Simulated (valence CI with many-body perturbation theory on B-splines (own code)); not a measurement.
E1 line list for Nd27+

Level of theory: relativistic CI+MBPT: five valence electrons over a frozen Dirac-Fock core [Ar] 3d10, radial functions for each j: 11 s, 11 p, 10 d, 8 f, 5 g, 2 h, with the one-electron correlation potential Σ1 (screened to all orders), the two-electron term Σ2, the three-electron term Σ3, Breit, model QED; selected single and double excitations, second order for the rest, scaled by the run's own slope (own B-spline code, finite nucleus).

The last digits are not significant, and no measured levels were compared; by estimate large intervals hold to a few tenths of a per cent, small ones and those within an open d or f shell to about a per cent. Among the levels kept, up to 2000 cm⁻¹ of a level comes from second order outside the variational space, and about a tenth of that is noise between levels of different J, which matters for small intervals.

Lines 1 to 50 of 553 in falling wavelength, among levels below 2376100 cm⁻¹, chosen from the strongest by gf and those to the six lowest levels. Wavelengths and rates use the calculated energies. Electric multipoles are in the length gauge, E1 and E2 with the static RPA response of the core. Weak lines are less certain than strong ones. Lines between different terms over intervals too small for the method are left out, as are lines whose strength nearly cancels.

Levels are named by their leading jj configuration (3d3/2^4 stands for four electrons in 3d with j = 3/2), which in mixed levels can hold well under half, so a name can repeat and another be missing. Letters in brackets count levels of one name in rising energy.

```csv
λ vac (nm),Upper,Lower,A (s⁻¹),S (a.u.)
33.81,(4s 4p1/2^2 4p3/2^2) J=3/2,(4s^2 4p3/2^3) J=3/2,7.37e+07,5.62e-03
26.49,(4s^2 4p1/2^2 4d3/2) J=3/2,(4s^2 4p3/2^3) J=3/2,1.08e+08,3.95e-03
21.71,(4s 4p1/2 4p3/2^3) J=3/2 [a],(4s^2 4p3/2^3) J=3/2,2.12e+08,4.28e-03
20.99,(4s 4p1/2^2 4p3/2^2) J=5/2,(4s^2 4p1/2 4p3/2^2) J=5/2,2.63e+09,7.21e-02
20.47,(4s 4p1/2^2 4p3/2 4d5/2) J=9/2,(4s^2 4p1/2 4p3/2 4d5/2) J=7/2 [a],4.16e+09,1.76e-01
20.47,(4s 4p1/2 4p3/2^2 4d5/2) J=11/2,(4s^2 4p3/2^2 4d5/2) J=9/2,5.14e+09,2.61e-01
20.06,(4s 4p1/2 4p3/2^3) J=5/2,(4s^2 4p3/2^3) J=3/2,4.49e+09,1.07e-01
20.01,(4s 4p1/2 4p3/2^2 4d5/2) J=9/2 [c],(4s^2 4p3/2^2 4d5/2) J=7/2,3.21e+09,1.27e-01
19.70,(4s 4p1/2^2 4p3/2^2) J=5/2,(4s^2 4p1/2 4p3/2^2) J=3/2,4.99e+09,1.13e-01
19.00,(4s 4p1/2^2 4p3/2^2) J=1/2,(4s^2 4p1/2 4p3/2^2) J=1/2,9.00e+09,6.09e-02
18.75,(4s^2 4p1/2 4p3/2 4d3/2) J=1/2 [a],(4s^2 4p3/2^3) J=3/2,2.53e+09,1.65e-02
18.67,(4s^2 4p1/2 4p3/2 4d3/2) J=3/2 [a],(4s^2 4p3/2^3) J=3/2,2.33e+09,2.99e-02
18.20,(4s 4p1/2^2 4p3/2^2) J=3/2,(4s^2 4p1/2 4p3/2^2) J=5/2,6.48e+09,7.70e-02
17.72,(4s^2 4p1/2 4p3/2 4d3/2) J=5/2 [a],(4s^2 4p3/2^3) J=3/2,2.35e+08,3.87e-03
17.58,(4s 4p1/2 4p3/2^2 4d5/2) J=9/2 [d],(4s^2 4p3/2^2 4d5/2) J=9/2,4.70e+09,1.26e-01
17.43,(4p1/2^2 4p3/2^3) J=3/2,(4s 4p1/2 4p3/2^3) J=5/2,1.59e+10,1.66e-01
17.42,(4s 4p1/2^2 4p3/2 4d3/2) J=5/2 [b],(4s^2 4p1/2 4p3/2 4d3/2) J=7/2,6.06e+09,9.50e-02
17.36,(4s 4p1/2^2 4p3/2 4d5/2) J=7/2 [b],(4s^2 4p1/2 4p3/2 4d5/2) J=9/2,8.20e+09,1.69e-01
17.22,(4s 4p1/2^2 4p3/2^2) J=3/2,(4s^2 4p1/2 4p3/2^2) J=3/2,2.12e+09,2.14e-02
16.90,(4s^2 4p1/2 4p3/2 4d3/2) J=1/2 [b],(4s^2 4p3/2^3) J=3/2,2.13e+09,1.01e-02
16.30,(4s 4p1/2 4p3/2^3) J=3/2 [b],(4s^2 4p3/2^3) J=3/2,4.05e+09,3.46e-02
15.84,(4s^2 4p1/2^2 4d3/2) J=3/2,(4s^2 4p1/2 4p3/2^2) J=5/2,1.99e+09,1.56e-02
15.24,(4s^2 4p1/2 4p3/2 4d5/2) J=5/2 [a],(4s^2 4p3/2^3) J=3/2,1.05e+09,1.10e-02
15.09,(4s^2 4p1/2^2 4d3/2) J=3/2,(4s^2 4p1/2 4p3/2^2) J=3/2,6.55e+08,4.45e-03
15.05,(4s^2 4p1/2 4p3/2 4d5/2) J=3/2 [a],(4s^2 4p3/2^3) J=3/2,6.31e+08,4.25e-03
14.83,(4s 4p1/2 4p3/2^3) J=3/2 [a],(4s^2 4p1/2 4p3/2^2) J=1/2,5.39e+08,3.47e-03
14.46,(4s^2 4p1/2 4p3/2 4d3/2) J=5/2 [b],(4s^2 4p3/2^3) J=3/2,1.03e+09,9.21e-03
14.41,(4s^2 4p1/2^2 4d5/2) J=5/2,(4s^2 4p1/2 4p3/2^2) J=5/2,1.95e+08,1.73e-03
14.40,(4s 4p1/2 4p3/2^2 4d5/2) J=9/2 [a],(4s^2 4p1/2 4p3/2 4d5/2) J=7/2 [a],8.27e+09,1.22e-01
14.25,(4s^2 4p1/2 4p3/2 4d3/2) J=3/2 [b],(4s^2 4p3/2^3) J=3/2,3.14e+09,1.80e-02
14.06,(4s 4p1/2 4p3/2^2 4d5/2) J=9/2 [b],(4s^2 4p1/2 4p3/2 4d5/2) J=7/2 [a],1.03e+10,1.41e-01
14.00,(4s 4p1/2 4p3/2^3) J=3/2 [a],(4s^2 4p1/2 4p3/2^2) J=5/2,2.02e+09,1.09e-02
13.94,(4s 4p1/2^2 4p3/2^2) J=5/2,(4s^2 4p1/2^2 4p3/2) J=3/2,7.64e+09,6.13e-02
13.93,(4s 4p1/2 4p3/2^2 4d5/2) J=9/2 [c],(4s^2 4p1/2 4p3/2 4d5/2) J=9/2,7.29e+09,9.73e-02
13.93,(4s 4p1/2 4p3/2^2 4d5/2) J=11/2,(4s^2 4p1/2 4p3/2 4d5/2) J=9/2,1.32e+10,2.11e-01
13.79,(4s^2 4p1/2^2 4d5/2) J=5/2,(4s^2 4p1/2 4p3/2^2) J=3/2,8.12e+08,6.30e-03
13.53,(4s 4p1/2^2 4p3/2 4d3/2) J=3/2 [b],(4s^2 4p1/2^2 4d3/2) J=3/2,1.98e+10,9.69e-02
13.46,(4s^2 4p1/2 4p3/2 4d5/2) J=3/2 [b],(4s^2 4p3/2^3) J=3/2,1.07e+09,5.18e-03
13.42,(4s^2 4p1/2 4p3/2 4d5/2) J=5/2 [b],(4s^2 4p3/2^3) J=3/2,6.53e+08,4.68e-03
13.41,(4s 4p1/2 4p3/2^3) J=3/2 [a],(4s^2 4p1/2 4p3/2^2) J=3/2,3.03e+10,1.44e-01
13.38,(4s^2 4p1/2 4p3/2 4d3/2) J=1/2 [a],(4s^2 4p1/2 4p3/2^2) J=1/2,1.12e+10,2.65e-02
13.37,(4s 4p3/2^3 4d3/2) J=3/2 [a],(4s^2 4p3/2^2 4d3/2) J=5/2,1.59e+10,7.52e-02
13.34,(4s 4p1/2^2 4p3/2 4d5/2) J=7/2 [a],(4s^2 4p1/2^2 4d5/2) J=5/2,8.14e+09,7.64e-02
13.34,(4s 4p3/2^3 4d5/2) J=9/2,(4s^2 4p3/2^2 4d5/2) J=9/2,3.05e+10,3.57e-01
13.34,(4s^2 4p1/2 4p3/2 4d3/2) J=3/2 [a],(4s^2 4p1/2 4p3/2^2) J=1/2,2.15e+09,1.01e-02
13.29,(4s 4p1/2 4p3/2^3) J=5/2,(4s^2 4p1/2 4p3/2^2) J=5/2,1.98e+10,1.38e-01
13.28,(4p1/2 4p3/2^4) J=1/2,(4s^2 4p1/2 4p3/2 4d3/2) J=3/2 [a],3.21e+10,7.42e-02
13.27,(4s 4p1/2 4p3/2^2 4d5/2) J=5/2 [f],(4s^2 4p1/2 4p3/2 4d5/2) J=3/2 [b],1.28e+10,8.84e-02
13.23,(4s 4p1/2 4p3/2^2 4d5/2) J=3/2 [b],(4s^2 4p1/2 4p3/2 4d3/2) J=5/2 [b],1.59e+10,7.29e-02
13.19,(4s^2 4p1/2 4p3/2 4d5/2) J=1/2,(4s^2 4p3/2^3) J=3/2,9.15e+09,2.07e-02
```
